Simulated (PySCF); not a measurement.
**Diatomics of I with the second period**

r²SCAN with triple-zeta basis sets in PySCF, for the lowest determinant that a PBE0 search found; no spin–orbit coupling. De refers to high-spin ground-configuration atoms. A positive dipole means M(−)I(+).

```
 M       basis  state (unpaired electrons)  Re (Å)  ωe (cm⁻¹)  De (eV)  μ (D)
Li  def2-TZVPP      singlet (closed shell)   2.404        492     3.77  -7.36
Be  def2-TZVPP               doublet (σ ↑)   2.196        597     3.05  -0.60
 B  def2-TZVPP      singlet (closed shell)   2.140        572     3.79   1.45
 C  def2-TZVPP               doublet (π ↑)   2.032        637     3.14   1.77
 O  def2-TZVPP               doublet (π ↑)   1.878        688     2.70   2.35
 F  def2-TZVPP      singlet (closed shell)   1.916        617     2.95   1.84
```

Question: By what factor does the bond length vary along the series?

Answer: At r²SCAN it runs from 1.878 Å (IO) to 2.404 Å (LiI), a factor of 1.28.

The state changes along the series, so neighbouring rows are not always alike in their bonding.

These are scalar-relativistic numbers at best; spin–orbit coupling would shift them, the dissociation energy most. States were picked by a PBE0 search and need not be the measured ground states.
